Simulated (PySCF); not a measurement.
# Ge: ionisation energy

Ge [Ar] 3d10 4s2 4p2 (3P) → Ge⁺ [Ar] 3d10 4s2 4p1 (2P), as a difference of total energies. Computed with PySCF 2.14 in def2-TZVP (6s5p4d1f, 48 functions), with no relativity, point nucleus. Correlated levels: valence: [Ar] 3d10 frozen. The calculations carry no spin-orbit coupling.

```csv
method,ionisation energy (eV),difference from reference (eV)
UHF,7.439,-0.486
B3LYP,7.885,-0.040
PBE0,7.942,+0.017
MP2 (valence),7.781,-0.144
SCS-MP2 (valence),7.708,-0.217
CCSD (valence),7.808,-0.117
CCSD(T) (valence),7.835,-0.090
```

Reference: 7.925 eV (measured; NIST levels, between the centres of gravity of the two terms).

These non-relativistic numbers lack the scalar-relativistic shift.

Errors of the correlated levels include the incompleteness of this basis and the frozen core.
